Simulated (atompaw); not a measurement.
Building the PAW (atompaw) potential for iridium (PBEsol, scalar-relativistic).

atompaw 4.2.0.5 input, output lines left out:

```
Ir 77
GGA-PBESOL scalarrelativistic loggrid 2001 logderivrange -6 5 276
6 6 5 4 0 0
6 1 0
5 2 7
0 0 0
c
c
c
c
c
v
c
c
c
v
v
c
c
v
c
2
2.50 1.90 2.25 1.60
y
2.8
n
n
y
-0.2
n
bloechl gaussian
bessel
```

All-electron outer shells of the reference configuration (PBEsol, scalar-relativistic, ld1.x):

| shell | level (eV) | outermost node (bohr) | outermost maximum (bohr) |
| --- | --- | --- | --- |
| 5s | -98.04 | 0.50 | 0.89 |
| 4f | -62.24 | – | 0.39 |
| 5p | -54.72 | 0.54 | 1.01 |
| 5d | -7.18 | 0.59 | 1.31 |
| 6s | -6.37 | 1.17 | 2.38 |
| 6p | -1.18 | 1.39 | 3.43 |

**Question.** Estimate the cutoffs (Ry, on a coarse ladder) from which the occupation-weighted sum of valence levels, in a spherical-Bessel basis at the reference potential, stays within 10 and 1 mRy of its value at 400 Ry.

**Answer.** 30 Ry and 40 Ry.

**Question.** What does a ghost test show?

**Answer.** No extra level below or beside the all-electron valence levels (s, p, d, f tested).

**Question.** Is the overlap operator S = 1 + Σ q|β⟩⟨β| positive definite (Bessel basis up to 400 Ry)?

**Answer.** Barely: its lowest eigenvalue is 0.011 (d channel).

**Question.** Which valence shell sets the plane-wave cutoff?

**Answer.** 5p: its level needs 35 Ry to come within 1 mRy, against 25 Ry for 5d.
